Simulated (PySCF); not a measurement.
Gas-phase reaction: GeHF3 + 2 H = GeH3F + 2 F

Method: PySCF energies plus ideal-gas RRHO corrections (1 bar). † marks an energy on the PBE0/def2-TZVP geometry and frequencies. CCSD(T) freezes the core. Open shells (unrestricted): H (multiplicity 2), F (multiplicity 2, electronic degeneracy 6); the rest are closed-shell singlets. Spin-orbit splitting is ignored; it lowers the true energy and changes the entropy of F. Ge: all electrons, no relativistic terms. GeHF3: computed as isolated molecules; such fragments, hydroxides, amides, oligomers or adducts are transient or little studied in the gas. CCSD(T) isn't extrapolated to the basis-set limit; its ΔH°(298 K) is 340.8 kJ in def2-SVP and 369.6 kJ in def2-TZVPP. The harmonic model lacks anharmonicity and excited electronic states, which grow with temperature; levels with a mode under 35 cm⁻¹ are left out.

ΔH° and ΔS° at 298 K: BLYP/def2-TZVP† 386 kJ, 49 J/K; CCSD(T)/def2-SVP† 341 kJ, 49 J/K; CCSD(T)/def2-TZVPP† 370 kJ, 49 J/K.

Q: With the heat capacities included, give log10 K (1 bar) at 800, 1200, 1400, 1800, 2000 K from BLYP/def2-TZVP†, CCSD(T)/def2-SVP†, CCSD(T)/def2-TZVPP†.

A: 
| T (K) | BLYP/def2-TZVP† | CCSD(T)/def2-SVP† | CCSD(T)/def2-TZVPP† |
|---|---|---|---|
| 800 | -23.0 | -20.0 | -21.9 |
| 1200 | -14.8 | -12.9 | -14.1 |
| 1400 | -12.5 | -10.8 | -11.9 |
| 1800 | -9.4 | -8.1 | -8.9 |
| 2000 | -8.3 | -7.2 | -7.9 |
